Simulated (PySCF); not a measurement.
Dipole polarisabilities along group 8

Calculated with PySCF 2.14 for the ground configurations, without spin-orbit coupling: coupled response for Hartree-Fock and DFT. Mean α in bohr³, C₆ of like pairs in atomic units.

| species | α UHF | α PBE | α PBE0 | α recommended (Schwerdtfeger and Nagle) | C₆ UHF | C₆ PBE | C₆ PBE0 |
| --- | --- | --- | --- | --- | --- | --- | --- |
| Fe [Ar] 3d6 4s2 (def2-QZVPPD, non-relativistic) | 85.58 | 63.52 | 67.20 | 62 ± 4 | 822.6 | 572.2 | 615.0 |
| Ru [Kr] 4d7 5s1 (def2-QZVPPD with the def2 core potential (28 electrons), ECP) | 92.09 | 57.48 | 61.60 | 72 ± 10 | 880.7 | 539.1 | 574.4 |
| Os [Xe] 4f14 5d6 6s2 (def2-QZVPPD with the def2 core potential (60 electrons), ECP) | 76.04 | 54.46 | 57.93 | 57 ± 3 | 866.2 | 609.3 | 655.6 |

Hartree-Fock lacks correlation. All values carry a basis error, and heavy open shells lack spin-orbit coupling.
